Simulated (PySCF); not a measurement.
Species: C5H6F4.
Cartesian coordinates in Å at the GFN2-xTB level; atoms count from 1:
```
atom  x, y, z in Å
C1    -0.605    1.650    0.484
C2    -0.330    0.357    0.506
C3    -1.344   -0.679    0.903
F4    -0.825   -1.513    1.869
C5     1.018   -0.187    0.098
C6     1.072   -0.408   -1.403
F7     2.248   -0.926   -1.790
F8     0.123   -1.250   -1.840
F9     0.913    0.731   -2.093
H10   -1.573    2.027    0.765
H11    0.122    2.379    0.171
H12   -2.244   -0.224    1.322
H13   -1.607   -1.320    0.052
H14    1.816    0.513    0.349
H15    1.212   -1.144    0.586
```

PySCF, density fitting, gas phase, GFN2-xTB geometry. The standard run uses grid level 2 after a coarse-grid start, the def2-universal JK fitting basis (with tight functions added where the orbital basis needs them), an energy threshold of 1e-9 Eh and DIIS. The changed runs have no coarse-grid stage.

Question: Standard PBE0/def2-SVPD: E = -592.488792 Eh, HOMO -8.243 eV, LUMO -0.657 eV, dipole 2.009 D, 14 cycles (coarse-grid cycles included). What changes at PBE0/def2-SVPD with: level shift 0.1 Eh?

Answer: E = -592.488792 Eh (0.000 mEh), HOMO -8.243 eV (0.000), LUMO -0.657 eV (0.000), dipole 2.009 D (0.000), 10 SCF cycles. The result matches the standard run within 0.02 mEh and 0.003 eV; such settings steer the iterations and don't enter the energy expression.

The cycles:
```
cycle   1  E = -592.3145253517  dE =  1.262e+00  |g| = 9.698e-01  |ddm| = 5.863e+00
cycle   2  E = -592.2477832898  dE =  6.674e-02  |g| = 1.227e+00  |ddm| = 2.270e+00
cycle   3  E = -592.4862259886  dE = -2.384e-01  |g| = 1.093e-01  |ddm| = 1.083e+00
cycle   4  E = -592.4886276015  dE = -2.402e-03  |g| = 2.727e-02  |ddm| = 1.977e-01
cycle   5  E = -592.4887869940  dE = -1.594e-04  |g| = 5.312e-03  |ddm| = 5.122e-02
cycle   6  E = -592.4887908921  dE = -3.898e-06  |g| = 2.695e-03  |ddm| = 1.107e-02
cycle   7  E = -592.4887919979  dE = -1.106e-06  |g| = 6.887e-04  |ddm| = 3.030e-03
cycle   8  E = -592.4887920839  dE = -8.598e-08  |g| = 1.440e-04  |ddm| = 1.570e-03
cycle   9  E = -592.4887920882  dE = -4.371e-09  |g| = 4.249e-05  |ddm| = 3.895e-04
cycle  10  E = -592.4887920886  dE = -3.981e-10  |g| = 1.806e-05  |ddm| = 1.198e-04
```

Question: Standard PBE0/pcSseg-1: E = -592.845389 Eh, HOMO -8.185 eV, LUMO -0.535 eV, dipole 1.942 D, 14 cycles (coarse-grid cycles included). What changes at PBE0/pcSseg-1 with: grid level 1?

Answer: E = -592.845439 Eh (-0.050 mEh), HOMO -8.185 eV (0.000), LUMO -0.535 eV (0.000), dipole 1.942 D (0.000), 10 SCF cycles. Of the changed settings only the grid enters the energy expression; the total energy moves by 0.03 kcal/mol.

The cycles:
```
cycle   1  E = -592.6848093385  dE =  1.305e+00  |g| = 9.745e-01  |ddm| = 3.385e+00
cycle   2  E = -592.5287746420  dE =  1.560e-01  |g| = 1.435e+00  |ddm| = 1.279e+00
cycle   3  E = -592.8435988410  dE = -3.148e-01  |g| = 8.662e-02  |ddm| = 7.867e-01
cycle   4  E = -592.8446248082  dE = -1.026e-03  |g| = 5.747e-02  |ddm| = 1.199e-01
cycle   5  E = -592.8453871653  dE = -7.624e-04  |g| = 1.497e-02  |ddm| = 5.363e-02
cycle   6  E = -592.8454361278  dE = -4.896e-05  |g| = 3.469e-03  |ddm| = 1.275e-02
cycle   7  E = -592.8454390149  dE = -2.887e-06  |g| = 4.903e-04  |ddm| = 3.166e-03
cycle   8  E = -592.8454390622  dE = -4.733e-08  |g| = 1.638e-04  |ddm| = 5.634e-04
cycle   9  E = -592.8454390668  dE = -4.576e-09  |g| = 4.959e-05  |ddm| = 1.462e-04
cycle  10  E = -592.8454390671  dE = -3.624e-10  |g| = 1.469e-05  |ddm| = 4.440e-05
```
